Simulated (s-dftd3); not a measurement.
sulfur trioxide (O$_{3}$S), singlet, geometry from GFN2-xTB; s-dftd3 with D3(bjm) for b97d.

s-dftd3 was given this input:
```
$ s-dftd3 mol.xyz --bjm b97d --json dftd3.json --noedisp --grad

# file mol.xyz
4

O     -0.69178694    -1.23678958    -0.04601210
S     -0.00000000     0.00000000    -0.00000000
O     -0.72514024     1.21840142    -0.00209182
O      1.41692719     0.01838817     0.04810392
```

What the program printed (banner, timings and long lists left out):

```
-----------------------------------
 s i m p l e   D F T - D 3  v1.4.0
-----------------------------------

Rational (Becke-Johnson) damping: b97d-D3(BJ)
---------------------
  s6         1.0000
  s8         1.2070
  s9         0.0000
  a1         0.2402
  a2         3.8644
 alp        14.0000
--------------------

Dispersion energy:      -1.6880734995625E-02 Eh

Gradient norm:           2.0619518143287E-03 Eh/a0
--------------------------------------------------
     #    Z           dE/dx      dE/dy      dE/dz
--------------------------------------------------
     1    8 O    -5.808E-04 -1.038E-03 -3.863E-05
     2   16 S    -3.012E-12 -2.470E-12 -1.046E-13
     3    8 O    -6.088E-04  1.023E-03 -1.756E-06
     4    8 O     1.190E-03  1.544E-05  4.039E-05
--------------------------------------------------

Virial:
--------------------------------------------------
      component           x          y          z
--------------------------------------------------
          x       4.779E-03 -2.955E-06  1.611E-04
          y      -2.955E-06  4.783E-03  8.765E-05
          z       1.611E-04  8.765E-05  7.038E-06
--------------------------------------------------

[Info] JSON dump of results written to 'dftd3.json'
```
